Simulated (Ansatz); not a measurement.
## Worked example: the interaction energy

The pair of Cl⁻ (SMILES [Cl-], atom 1) and CH5N (SMILES CN, atoms 2–8), both closed shells, in one local arrangement (a lower one may exist), relaxed at PBE0-D4/def2-TZVPD:

| atom | x (Å) | y (Å) | z (Å) |
| --- | --- | --- | --- |
| Cl1 | -1.1191 | 0.4576 | -2.7919 |
| C2 | 0.7028 | -0.0298 | 0.5344 |
| N3 | -0.6687 | -0.4631 | 0.3449 |
| H4 | 0.9242 | 0.9734 | 0.1384 |
| H5 | 1.3742 | -0.7261 | 0.0239 |
| H6 | 0.9680 | -0.0454 | 1.5988 |
| H7 | -0.8935 | -0.3607 | -0.6550 |
| H8 | -1.2880 | 0.1941 | 0.8064 |

Both fragments are computed in the basis of the whole pair.

Computed with Ansatz 0.2.0 (basis: def2-TZVPPD and def2-QZVPPD); correlated methods freeze the cores.

Energies in eV:

| quantity | pair | first fragment | second fragment |
| --- | --- | --- | --- |
| Hartree–Fock, triple zeta (X = 3) | -15097.74418 | -12505.39498 | -2592.06166 |
| Hartree–Fock, quadruple zeta (X = 4) | -15098.18892 | -12505.71716 | -2592.18211 |
| MP2 correlation, X = 3 | -16.77500 | -5.57662 | -11.06045 |
| MP2 correlation, X = 4 | -18.02382 | -6.12026 | -11.75027 |
| CCSD(T) correlation, X = 3 | -18.50713 | -6.25072 | -12.12949 |

Work out the interaction energy at the basis limit: extrapolate Hartree–Fock as E(X) = E∞ + A exp(−7.88 √X) and the MP2 correlation as E(X) = E∞ + B X^−2.97 (the exponents that Neese and Valeev fitted for def2-TZVPP and QZVPP, reused here for the diffuse sets), then add CCSD(T) − MP2 in triple zeta.

Each step is linear, so take the differences first (pair − first fragment − second fragment): Hartree–Fock -0.28754 (X = 3) and -0.28965 (X = 4); MP2 correlation -0.13793 and -0.15329; CCSD(T) correlation -0.12692.
Two points give E∞ = E(4) + w [E(4) − E(3)], with w = 1/(exp(7.88 (2 − √3)) − 1) = 0.1377 for Hartree–Fock and w = 1/((4/3)^2.97 − 1) = 0.7407 for the correlation.
Hartree–Fock: -0.28965 + 0.1377 × (-0.00211) = -0.2899 eV.
MP2 correlation: -0.15329 + 0.7407 × (-0.01536) = -0.1647 eV.
CCSD(T) − MP2: -0.12692 − (-0.13793) = 0.0110 eV.
Sum: -0.2899 + (-0.1647) + 0.0110 = -0.4436 eV, or -10.23 kcal/mol. Plain CCSD(T) in triple zeta gives -0.4145 eV, so the larger basis shifts the result by -0.0291 eV.

The T1 diagnostic stays at or below 0.009.

For scale, one of the runs: CCSD(T)/def2-TZVPPD, 210 basis functions, launched by `ansatz run in.yaml --threads 2 --pin off --events-out ev --progress --plain --max-ram 5222MiB`. Hardware: 2 CPU threads of an Arm Neoverse V2, shared host. Wall time 57 s; peak host memory 2.9 GiB.
